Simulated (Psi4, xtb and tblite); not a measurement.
Two geometries of SMILES c12ccc3c(c2nccc1-c1ccccc1)nccc3-c1ccccc1, relaxed at GFN2-xTB with one dihedral held; other torsions can differ between them too.

Structure A

```
42

C     -5.2272     2.5692     0.0192
C     -4.3778     2.1703     1.0378
C     -3.5754     1.0556     0.8775
C     -3.6168     0.3247    -0.3065
C     -2.7957    -0.8880    -0.4693
C     -3.4028    -2.1034    -0.7158
C     -2.6106    -3.2496    -0.8177
N     -1.3098    -3.2481    -0.6864
C     -0.6902    -2.0852    -0.4598
C     -1.3861    -0.8566    -0.3520
C     -0.6513     0.3497    -0.1803
C      0.6967     0.3375    -0.0505
C      1.4297    -0.8821    -0.0814
C      2.8356    -0.9409     0.0728
C      3.6368     0.2511     0.3981
C      3.3441     1.0225     1.5198
C      4.1222     2.1215     1.8342
C      5.1972     2.4665     1.0318
C      5.4978     1.7012    -0.0826
C      4.7271     0.5965    -0.3949
C      3.4562    -2.1660    -0.0755
C      2.6773    -3.2960    -0.3353
N      1.3746    -3.2710    -0.4436
C      0.7448    -2.0977    -0.3256
C     -4.4838     0.7227    -1.3192
C     -5.2783     1.8433    -1.1590
H     -5.8503     3.4422     0.1449
H     -4.3413     2.7289     1.9618
H     -2.9209     0.7365     1.6763
H     -4.4767    -2.1679    -0.8095
H     -3.0635    -4.2150    -1.0048
H     -1.1916     1.2853    -0.1733
H      1.2414     1.2640     0.0580
H      2.5159     0.7437     2.1557
H      3.8896     2.7104     2.7094
H      5.8012     3.3275     1.2767
H      6.3366     1.9653    -0.7098
H      4.9563     0.0028    -1.2683
H      4.5270    -2.2519     0.0337
H      3.1404    -4.2681    -0.4485
H     -4.5193     0.1567    -2.2391
H     -5.9414     2.1495    -1.9548
```

Structure B

```
42

C      5.2008     2.6709    -0.0990
C      5.4318     1.7798    -1.1337
C      4.6344     0.6600    -1.2784
C      3.5723     0.4276    -0.4069
C      2.7680    -0.7976    -0.5250
C      3.3854    -2.0033    -0.8036
C      2.6176    -3.1680    -0.8582
N      1.3260    -3.1968    -0.6575
C      0.6890    -2.0431    -0.4344
C      1.3562    -0.7935    -0.3953
C      0.5831     0.3976    -0.2983
C     -0.7608     0.3544    -0.1338
C     -1.4543    -0.8846    -0.0464
C     -2.8505    -0.9758     0.1673
C     -3.6752     0.2105     0.4505
C     -3.3530     1.0687     1.4988
C     -4.1505     2.1638     1.7756
C     -5.2748     2.4186     1.0079
C     -5.6048     1.5671    -0.0332
C     -4.8144     0.4661    -0.3071
C     -3.4352    -2.2265     0.1210
C     -2.6297    -3.3459    -0.1008
N     -1.3338    -3.2879    -0.2644
C     -0.7388    -2.0909    -0.2422
C      3.3662     1.3164     0.6476
C      4.1707     2.4311     0.7949
H      5.8266     3.5433     0.0158
H      6.2413     1.9547    -1.8271
H      4.8094    -0.0226    -2.0974
H      4.4572    -2.0551    -0.9224
H      3.0840    -4.1239    -1.0608
H      1.0843     1.3494    -0.3948
H     -1.3326     1.2700    -0.0901
H     -2.4853     0.8607     2.1087
H     -3.8942     2.8206     2.5941
H     -5.8940     3.2769     1.2229
H     -6.4821     1.7608    -0.6330
H     -5.0668    -0.1947    -1.1241
H     -4.4973    -2.3387     0.2801
H     -3.0641    -4.3370    -0.1340
H      2.5895     1.1146     1.3712
H      3.9978     3.1113     1.6162
```

Which is lower in energy at the level B3LYP-D3(BJ)/def2-SVP // GFN2-xTB (Psi4 1.11), and by how much?

A is lower, by 0.49 kcal/mol (dihedral C6–C5–C4–C3: 120° in A, 40° in B).

E(B) − E(A) in kcal/mol at the other levels, on the same two geometries: GFN2-xTB (xtb and tblite) 0.46; B3LYP/def2-SVP // GFN2-xTB (Psi4) 0.61; PBE/def2-SVP // GFN2-xTB (Psi4) 0.37; PBE-D3(BJ)/def2-SVP // GFN2-xTB (Psi4) 0.31.
